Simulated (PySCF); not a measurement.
# C2H9N2Si2: g tensor and hyperfine couplings

Compound: C₂H₉N₂Si₂ (doublet state).
SMILES with atom numbers: `[CH2:1]=[C:2][SiH2:3][NH:4][SiH2:5][NH2:6]` (hydrogens: H7, H8 on C1; H9, H10 on Si3; H11 on N4; H12, H13 on Si5; H14, H15 on N6)

Structure used (GFN2-xTB), in Å, numbered top down from 1:
```
atom  x, y, z in Å
C1     3.630   -0.329   -0.050
C2     2.411    0.076   -0.189
Si3    0.885    0.946    0.355
N4    -0.422   -0.132   -0.003
Si5   -2.109    0.229    0.041
N6    -2.864   -1.188   -0.590
H7     4.170   -0.835   -0.843
H8     4.214   -0.205    0.861
H9     0.731    2.154   -0.460
H10    0.878    1.309    1.787
H11   -0.202   -1.114    0.042
H12   -2.668    0.382    1.388
H13   -2.269    1.472   -0.723
H14   -2.519   -1.551   -1.465
H15   -3.870   -1.210   -0.596
```

The hyperfine couplings belong to this conformer and change with its torsions.

Computed, not measured: UKS B3LYP, pcH-1 on C H N Si, non-relativistic, mean-field spin-orbit, GIAO (PySCF). Geometry: GFN2-xTB, one conformer, isolated molecule. Couplings are sensitive to structure, and on GFN2-xTB geometries they can be far from those on DFT ones. The SCF solution wasn't tested for stability.

- g1, g2, g3: 2.00163, 2.00206, 2.00289
- g_iso: 2.00219
- Form of g: rhombic: the two nearest values differ by 34 % of g3 − g1
- ⟨S²⟩: 0.7581 (exact 0.7500)
- HOMO–LUMO gap, α and β orbitals: 5.38, 4.66 eV

Isotropic coupling and dipolar principal values T1 to T3, in MHz:

| atom | isotope | a_iso | of which spin–orbit | T1 | T2 | T3 | Mulliken spin population |
| --- | --- | --- | --- | --- | --- | --- | --- |
| C1 | 13C | -43.9 | 0.0 | -16.0 | 3.2 | 12.8 | -0.18 |
| C2 | 13C | 159.6 | -0.1 | -78.7 | -61.2 | 139.9 | 0.98 |
| Si3 | 29Si | 6.2 | 0.0 | -8.3 | 2.0 | 6.3 | 0.00 |
| N4 | 14N | 3.6 | 0.0 | -0.5 | -0.3 | 0.8 | 0.00 |
| Si5 | 29Si | 1.3 | 0.0 | -0.5 | 0.2 | 0.3 | 0.00 |
| N6 | 14N | -0.1 | 0.0 | 0.0 | 0.0 | 0.1 | 0.00 |
| H7 | 1H | 155.9 | 0.0 | -5.7 | -4.2 | 9.9 | 0.06 |
| H8 | 1H | 190.9 | 0.0 | -4.7 | -2.2 | 6.9 | 0.09 |
| H9 | 1H | 3.2 | 0.0 | -3.8 | -2.6 | 6.4 | 0.00 |
| H10 | 1H | 74.7 | 0.0 | -3.8 | -1.0 | 4.8 | 0.04 |
| H11 | 1H | -0.7 | 0.0 | -3.0 | -2.6 | 5.6 | 0.00 |
| H12 | 1H | 1.6 | 0.0 | -0.6 | -0.4 | 1.0 | 0.00 |
| H13 | 1H | 0.0 | 0.0 | -0.7 | -0.6 | 1.3 | 0.00 |
| H14 | 1H | 0.0 | 0.0 | -0.5 | -0.5 | 1.0 | 0.00 |
| H15 | 1H | 0.0 | 0.0 | -0.3 | -0.3 | 0.6 | 0.00 |

Largest spin populations (Mulliken): C2 (+0.98), C1 (-0.18), H8 (+0.09) and H7 (+0.06). No atom but C2 exceeds +0.15. The positive populations add up to 1.18 and the negative ones to -0.18, together 2S = 1.

Axes: g1 points within 3° of the C1–C2 bond.

Under fast tumbling the dipolar parts average out, and these isotropic splittings remain: 1 × 1H (H8, I = 1/2, 2 lines) with 6.81 mT, 1 × 1H (H7, I = 1/2, 2 lines) with 5.56 mT, 2 × 1H (H9/H10, I = 1/2, 3 lines) with 1.39 mT and 1 × 14N (N4, I = 1, 3 lines) with 0.13 mT.

Nuclei that the bonding pattern makes equivalent are averaged, as if the motion that swaps them (rotation, inversion, ring flip) were fast. The 1H value of +39.0 MHz is a mean of couplings from 3.2 to 74.7 MHz in this one geometry, not an average over conformers.

The 29Si coupling of Si3 (6.2 MHz) shows only in satellite lines or after enrichment, since that isotope makes up about 4.7 % of natural silicon.

The 13C coupling of C2 (159.6 MHz) shows only in satellite lines or after enrichment, since that isotope makes up about 1.07 % of natural carbon.

Time: 51 s (grids of density and orbitals included); peak memory 0.96 GiB. Hardware: an AMD EPYC 7B13 with one thread (shared host).
